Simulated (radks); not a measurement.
All-electron atom: Lu LXIII in [He] 2s2 2p5.

Method: scalar-relativistic Kohn-Sham, BLYP, spin-unpolarised, spherical densities, finite nucleus; Fermi nuclear charge, rms radius 5.37 fm; computed with a radial shooting solver on a logarithmic mesh with Libxc functionals.

Energy parts (Ry):
total: -19111.3041
kinetic: 21519.3612
electron-nucleus: -41671.1842
Hartree: 1276.7633
exchange-correlation: -236.2444

Orbitals (lengths in bohr, moments of r in powers of bohr; <r^-3> diverges for s and p1/2):
| orbital | occ. | eigenvalue (Ry) | <r^-3> |
|---|---|---|---|
| 1s | 2 | -5064.458 | - |
| 2s | 2 | -1174.663 | - |
| 2p | 5 | -1084.826 | 17740 |
| 3s | 0 | -493.4331 | - |
| 3p | 0 | -466.7439 | 4964 |
| 3d | 0 | -444.3905 | 701.4 |

The highest occupied level is 2p at -14759.8 eV. The density falls to 0.001 e/bohr^3 at r = 0.33 bohr. For comparison, the ionisation energy in NIST's Atomic Spectra Database is 14542 eV (theoretical). In exact Kohn-Sham theory the highest level is minus the ionisation energy, but local and semilocal functionals leave it too shallow, through self-interaction and a potential that decays too fast; potentials with the right tail come closer. The electron density at the nucleus is 1.148e+06 e/bohr^3 (large components only). Summed over all electrons, <r^2> = 0.04678 bohr^2, which gives a Langevin (diamagnetic) susceptibility term of -0.0371 x 10^-6 cm^3/mol.

Beside tabulated values, note that spin-unpolarised runs miss the spin-polarisation part of the exchange energy of open shells.
